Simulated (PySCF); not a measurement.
# How methods differ on the interval between two levels of In

In [Kr] 4d10 5s2 5p1 [2P3/2, M_J = 3/2] → In [Kr] 4d10 5s1 5p2 [4P5/2, M_J = 5/2], as a difference of total energies. Computed with PySCF 2.14 in x2c-TZVPall-2c with one added diffuse shell each of s, p, d, f type (9s10p6d3f, 90 functions), with the two-component X2C-1e Hamiltonian. Correlated levels: [Ar] 3d10 frozen; the 6 highest virtual spinors dropped. "Screened" scales the spin-orbit matrix elements by Boettger's factors to mimic the two-electron term; Breit and QED terms are absent.

```tsv
method	interval between two levels (cm⁻¹)	error (cm⁻¹)
GHF (spin-free)	23417	-11822
GMP2 (spin-free)	34838	-401
GHF (screened spin-orbit)	23470	-11769
GMP2 (screened spin-orbit)	34881	-359
```

Reference: 35239 cm⁻¹ (measured; NIST Handbook of Basic Atomic Spectroscopic Data (Sansonetti and Martin, J. Phys. Chem. Ref. Data 34, 1559 (2005))).

The spin-free rows relax to the high-spin LS determinant and lack the spin-orbit shift.

Errors of the correlated levels include the incompleteness of this basis and the frozen core.

The labels give the starting determinants; with spin-orbit coupling the two ends relaxed to ⟨J²⟩ = 3.76, ⟨L²⟩ = 2.03, ⟨S²⟩ = 0.77 and ⟨J²⟩ = 8.76, ⟨L²⟩ = 2.04, ⟨S²⟩ = 3.76.
